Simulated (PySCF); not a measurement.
**A small calculation by hand: entropy of an ideal gas**

TiO2, SMILES [O]=[Ti]=[O], multiplicity 1.

Coordinates come from a ωB97X-D3(BJ)/def2-TZVP optimisation. The multiplicity is an assumed one; other spin states were not compared. The isomer is the one that the SMILES or the coordinates give; other isomers of the formula were not compared.

ωB97X-D3(BJ)/def2-TZVP (PySCF) gives the harmonic wavenumbers 346, 1022, 1075 cm⁻¹ and the rotational temperatures 1.5627, 0.4126, 0.3264 K. The molar mass is 79.86 g/mol, the symmetry number 2, the spin multiplicity 1.

Work out the entropy at 298.15 K and 1 atm in the rigid-rotor, harmonic-oscillator model.


Translation (Sackur–Tetrode at 1 atm): S = R[1.5 ln M + 2.5 ln T − 1.16487] = 163.4 J/(mol K).
Rotation: q = (√π/σ) T^1.5/√(θA θB θC) = 9950, S = R[ln q + 3/2] = 89.0 J/(mol K).
Vibration: with u = 1.4388 ν/T, each mode gives R[u/(e^u − 1) − ln(1 − e^−u)]:
```json
[
 {"ν (cm⁻¹)": "346", "modes": "1", "u": "1.67", "S (J/(mol K))": "4.96"},
 {"ν (cm⁻¹)": "1022", "modes": "1", "u": "4.93", "S (J/(mol K))": "0.36"},
 {"ν (cm⁻¹)": "1075", "modes": "1", "u": "5.19", "S (J/(mol K))": "0.29"}
]
```
These are all the modes. Sum 5.6 J/(mol K).
Spin: R ln 1 = 0.0 J/(mol K).
Total 258.0 J/(mol K); the program's own thermochemistry gives 258.0. Translation makes up 63 % and vibration 2 %. Anharmonicity, hindered rotation and orbital degeneracy are left out.
